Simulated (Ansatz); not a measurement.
Isolated molecules relaxed with PBE0-D4/def2-TZVP in Ansatz; ΔE leaves out vibrations. CCSD(T)/CBS adds triple-zeta CCSD(T) − MP2 to the extrapolated MP2 energy (def2 sets, frozen cores). This one scheme is used for every species. Functionals use def2-TZVPP. B3LYP here is the variant with VWN-RPA as its local correlation; programs differ in this. def2 core potentials past Kr. For Sn outer-core shells are correlated without core-valence functions, which leaves a few kJ/mol of doubt a bond. Each species was taken in one conformer, which may not be the lowest.

Consider the formal hydrolysis of the Sn–O bond: `[SiH3][O][Sn][O][SiH3]` + H₂O → `[OH][Sn][O][SiH3]` + `O[SiH3]`.

```
             level  ΔE (kJ/mol)  difference from CCSD(T)/CBS
       LDA (SPW92)         10.3                        -13.0
         r2SCAN-D4         15.2                         -8.1
            B97M-V         17.6                         -5.7
           PBE0-D4         19.1                         -4.2
          B3LYP-D4         22.0                         -1.3
        r2SCANh-D4         16.7                         -6.6
        r2SCAN0-D4         18.7                         -4.6
           ωB97X-V         17.4                         -5.9
            B2PLYP         14.7                         -8.6
              BLYP          6.1                        -17.2
             BHLYP         15.4                         -7.9
       HF/def2-SVP         29.8                          6.5
     CCSD/def2-SVP         27.0                          3.7
  CCSD(T)/def2-SVP         26.5                          3.2
SCS-MP2/def2-TZVPP         20.3                         -3.0
     MP2/CBS(def2)         23.5                          0.2
       CCSD(T)/CBS         23.3                            0
```

Problem. What do rigid-rotor, harmonic-oscillator terms from PBE0-D4/def2-TZVP frequencies (298.15 K, 1 bar) make of the CCSD(T)/CBS value? (Best estimate.)

Solution. Computed: ΔZPE = +2.5 kJ/mol, ΔH = +22.1 kJ/mol, ΔS = 10 J/(mol·K), ΔG = +19.0 kJ/mol.

Largest T1 diagnostic among the species: 0.016.

Leaving LDA and LC-ωPBE aside and taking each functional with its dispersion term where it has one, the values, not all of them listed here, spread over 12.7 kJ/mol, from B2PLYP to BHLYP-D4. From BLYP to BHLYP (50 % exact exchange), in def2-TZVPP and without D4, ΔE moves by +9.3 kJ/mol. At CCSD(T), def2-SVP lies +3.2 kJ/mol from the extrapolated value and def2-TZVPP −2.3 kJ/mol.
